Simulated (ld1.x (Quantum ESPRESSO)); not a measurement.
# Before and after: PAW potential for B (Z = 5)

```
Element                 : B
Generator               : ld1.x (Quantum ESPRESSO) 7.5
Type                    : PAW
Functional              : Wu–Cohen
Relativity              : scalar-relativistic
Frozen core             : none
Valence charge          : 5
Reference configuration : 1s2 2s1.75 2p1.25
Partial waves           : 1s (bound): rcut 0.50, rcutus 0.60 bohr; 2s (bound): rcut 0.50, rcutus 0.60 bohr; 2p (bound): rcut 2.00, rcutus 2.75 bohr; 2p channel at 0.1 Ry: rcut 2.00, rcutus 2.75 bohr
Local potential         : all-electron potential smoothed inside 0.50 bohr (lloc = -1)
Core correction         : none
Augmentation charge     : BESSEL, radius 0.40 bohr
```

Change: waves 1s (bound): rcut 0.48, rcutus 0.50 bohr; 2s (bound): rcut 0.48, rcutus 0.50 bohr.

Cutoffs: the cutoffs (Ry, on a coarse ladder) from which the occupation-weighted sum of valence levels, in a spherical-Bessel basis at the reference potential, stays within 10 and 1 mRy of its value at 400 Ry; they do not see the model core or the augmentation charge, which bear on the density cutoff. Errors are all-electron minus pseudo energies relative to the spin-unpolarised reference configuration.

**Question.** Predict the effect on cutoff, ghosts and configuration errors.

**Answer.** Of the 7 tests that both files solve, the error grows in 7 and shrinks in 0 by more than 15 % and 0.3 meV (median size 68.3 → 161.8 meV); neither file shows a bound ghost. That the errors move this way runs against the usual rule that smaller radii transfer better.

| quantity | base | changed |
| --- | --- | --- |
| cutoff, loose | 230 Ry | 230 Ry |
| cutoff, tight | 300 Ry | over 300 Ry |
| loose cutoff by channel (10 mRy a level) | s 200 Ry, p 6 Ry | s 180 Ry, p 6 Ry |
| bound ghosts | none | none |
| error for 1s2 2s2 2p1, meV [ΔE -1.46 eV] | +12 | +29 |
| error for 1s2 2s2 2p0, meV [ΔE 6.69 eV] | +233 | +517 |
| error for 1s2 2s1 2p0, meV [ΔE 31.99 eV] | +133 | +368 |
| error for 1s2 2s1 2p2, meV [ΔE 4.38 eV] | +98 | +293 |
| error for 1s2 2s2 2p1.3, meV [ΔE -2.18 eV] | +3.0 | +6.4 |
| error for 1s2 2s2 2p0.5, meV [ΔE 1.40 eV] | +68 | +162 |
| error for 1s2 2s1 2p1, meV [ΔE 12.84 eV] | +6.4 | +12 |
| s: phases at 3.00 bohr within 0.05 rad from the reference energy up to (Ry; the scan ends near 5) | to the end of the scan | to the end of the scan |
| p: phases at 3.00 bohr within 0.05 rad from the reference energy up to (Ry; the scan ends near 5) | to the end of the scan | to the end of the scan |
| lowest overlap eigenvalue by channel | s 0.28, p 1.00 | s 0.72, p 1.00 |
